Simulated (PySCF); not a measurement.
**Ta: excitation energy**

Ta [Xe] 4f14 5d3 6s2 (4F) → Ta [Xe] 4f14 5d3 6s1 6p1 (high-spin determinant), as a difference of total energies. All numbers are calculated (PySCF 2.14, scalar relativity by spin-free X2C-1e, in ANO-RCC-VTZP). Correlated levels: valence: [Xe] 4f14 frozen. The calculations carry no spin-orbit coupling.

| method | excitation energy (eV) |
| --- | --- |
| UHF | 1.460 |
| MP2 (valence) | 2.354 |
| SCS-MP2 (valence) | 2.647 |
| CCSD (valence) | 2.519 |
| CCSD(T) (valence) | 2.567 |

Problem. How much does correlation contribute at CCSD(T) (valence)?

Solution. 2.567 − (1.460) = 1.107 eV, measured against UHF.

A first-order spin-orbit estimate (lowest level to lowest level, LS coupling) adds -0.267 eV.

The basis was made for the ground configuration and has no added diffuse functions, so the excitation energy can come out too high.

The coupled-cluster amplitudes are large for the upper state (T1 above 0.03 or a double amplitude above 0.15), so a single reference is strained.

The determinant of the upper state mixes LS terms, which raises its energy above the lowest term, most at the Hartree-Fock and MP2 levels.
